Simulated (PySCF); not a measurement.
# Electron correlation in Kr³⁺ (krypton, charge +3)

[Ar] 3d10 4s2 4p3, high-spin 4S determinant. All numbers are calculated (PySCF 2.14, the spin-free X2C one-electron Hamiltonian (Gaussian nucleus), in ANO-RCC-VTZP (6s5p3d1f, 43 functions)). Frozen: [Ar] 3d10; 5 electrons correlated.

```json
{"level": "CCSD", "correlation energy (mhartree)": "-97.29"}
{"level": "(T)", "correlation energy (mhartree)": "-2.16"}
{"level": "CCSD(T)", "correlation energy (mhartree)": "-99.45"}
{"level": "CCSDT", "correlation energy (mhartree)": "-99.88"}
```

Diagnostics: T1 = 0.0014, D1 = 0.0035, largest double amplitude 0.050.

**Question.** Is a single reference adequate?

**Answer.** Yes, within this model without spin-orbit coupling: T1 lies below 0.03 and no double amplitude reaches 0.07.
